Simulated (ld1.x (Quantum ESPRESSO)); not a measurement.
**Si, ultrasoft: configuration errors across variants**

- Element: Si (Z = 14)
- Generator: ld1.x (Quantum ESPRESSO) 7.5
- Type: ultrasoft
- Functional: LDA (PZ)
- Relativity: non-relativistic
- Frozen core: [Ne]
- Valence charge: 4
- Reference configuration: 3s1 3p3
- Partial waves: 3s (bound): rcut 1.60, rcutus 1.75 bohr; 3s channel at 1.1 Ry: rcut 1.60, rcutus 1.75 bohr; 3p (bound): rcut 1.65, rcutus 2.00 bohr; 3p channel at 0.55 Ry: rcut 1.65, rcutus 2.00 bohr; 3d channel at 0.25 Ry: rcut 1.60, rcutus 2.05 bohr; 3d channel at 2.75 Ry: rcut 1.60, rcutus 2.05 bohr
- Local potential: all-electron potential smoothed inside 1.45 bohr (lloc = -1)
- Core correction: Bessel-smoothed model core, default radius (core density twice the valence density)
- Augmentation charge: built from norm-conserving waves at rcut, not smoothed further

All-electron excitation energies from the reference (eV): (1) 3s2 3p2 -6.750; (2) 3s2 3p1 1.090; (3) 3s2 3p0 17.217; (4) 3s1 3p0 51.290; (5) 3s2 3p2.3 -7.709; (6) 3s0 3p4 6.912; (7) 3s1 3p2 8.440; (8) 3s1 3p3 spin -3.072; (9) 3s2 3p2 spin -7.361.

Spin tests fill each open shell by Hund’s rule, majority spin first.

A true bound ghost makes a file unfit for plane-wave use even where its test errors are small: the radial tests pick states by their node count and pass the ghost by.

Errors AE − PS in meV (a dash: test not solved or not reliable):

| change | (1) | (2) | (3) | (4) | (5) | (6) | (7) | (8) | (9) | bound ghosts |
| --- | --- | --- | --- | --- | --- | --- | --- | --- | --- | --- |
| base | -0.7 | +0.2 | +11 | +39 | -0.6 | -0.9 | +1.1 | +21 | +3.1 | none |
| waves 3p (bound): rcut 1.28, rcutus 1.36 bohr; 3p channel at 0.55 Ry: rcut 1.28, rcutus 1.36 bohr | +1.4 | +0.9 | 0.0 | +0.9 | +1.4 | +1.5 | 0.0 | -0.9 | +0.6 | p |
| waves 3p (bound): rcut 1.56, rcutus 1.66 bohr; 3p channel at 0.55 Ry: rcut 1.56, rcutus 1.66 bohr | 0.0 | +0.9 | +9.3 | +30 | +0.1 | -0.1 | +0.9 | +15 | +2.3 | none |
| waves 3p (bound): rcut 1.65, rcutus 2.14 bohr; 3p channel at 0.55 Ry: rcut 1.65, rcutus 2.14 bohr | -0.7 | +0.2 | +11 | +39 | -0.6 | -0.8 | +1.1 | +21 | +3.1 | none |
| waves 3p (bound): rcut 1.65, rcutus 2.48 bohr; 3p channel at 0.55 Ry: rcut 1.65, rcutus 2.48 bohr | -0.7 | +0.3 | +11 | +39 | -0.6 | -0.7 | +1.1 | +21 | +3.3 | none |
| waves 3p (bound): rcut 1.65, rcutus 2.62 bohr; 3p channel at 0.55 Ry: rcut 1.65, rcutus 2.62 bohr | -0.7 | +0.3 | +11 | +39 | -0.6 | -0.7 | +1.1 | +21 | +3.3 | none |
| waves 3p (bound): rcut 1.65, rcutus 2.94 bohr; 3p channel at 0.55 Ry: rcut 1.65, rcutus 2.94 bohr | -0.6 | +0.2 | +11 | +39 | -0.5 | -0.6 | +1.2 | +21 | +3.3 | none |

Question: Give the same row for: waves 3p (bound): rcut 1.65, rcutus 1.94 bohr; 3p channel at 0.55 Ry: rcut 1.65, rcutus 1.94 bohr.

Answer: -0.7, +0.2, +11, +39, -0.6, -0.9, +1.1, +21, +3.0; bound ghosts: none.
